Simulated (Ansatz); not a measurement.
Born–Oppenheimer molecular dynamics of C2H7F2NSi (13 atoms, charge 0, multiplicity 1). It starts from a relaxed structure.

Level of theory: Ansatz 0.2.0, RKS B3LYP-D4/STO-3G.

```yaml
ensemble: NVT, Langevin thermostat
time_step: 1 fs
steps_asked: 166
set_temperature: 400 K
friction: 0.001 /fs
seed: 545933
```

First frame:

```xyz
13
Properties=species:S:1:pos:R:3
Si 0.022 -0.004 -0.081
H 0.154 -0.057 1.372
N 1.554 0.010 -0.962
C 2.381 -1.232 -0.872
H 1.731 -2.114 -1.018
H 3.147 -1.234 -1.670
H 2.912 -1.351 0.099
C 2.394 1.237 -0.807
H 3.158 1.275 -1.607
H 1.753 2.132 -0.902
H 2.929 1.297 0.167
F -0.783 1.350 -0.504
F -0.812 -1.308 -0.596
```

Q: How far do the bonds stretch over the last three quarters of this one trajectory? (Pairs bonded in most of those frames.)

A: 
```tsv
bond	mean (Å)	spread (Å)	shortest	longest
Si1–H2	1.463	0.013	1.44	1.49
Si1–N3	1.780	0.026	1.72	1.83
Si1–F12	1.631	0.036	1.56	1.70
Si1–F13	1.636	0.032	1.58	1.69
N3–C4	1.503	0.028	1.46	1.55
N3–C8	1.499	0.027	1.44	1.57
C4–H5	1.106	0.011	1.08	1.13
C4–H6	1.108	0.014	1.08	1.14
C4–H7	1.114	0.011	1.09	1.14
C8–H9	1.113	0.047	1.04	1.18
C8–H10	1.108	0.029	1.05	1.16
C8–H11	1.118	0.040	1.06	1.18
```

Mean temperature of the second half: 242 K. The mean temperature of the second half is 40 % below the set value. A run of 0.17 ps of so small a system gives no equilibrium averages. Limits of this set-up: minimal basis.

The run took 9.2 min on 1 thread of Arm Neoverse V1, on a shared host, peak memory 0.11 GiB.
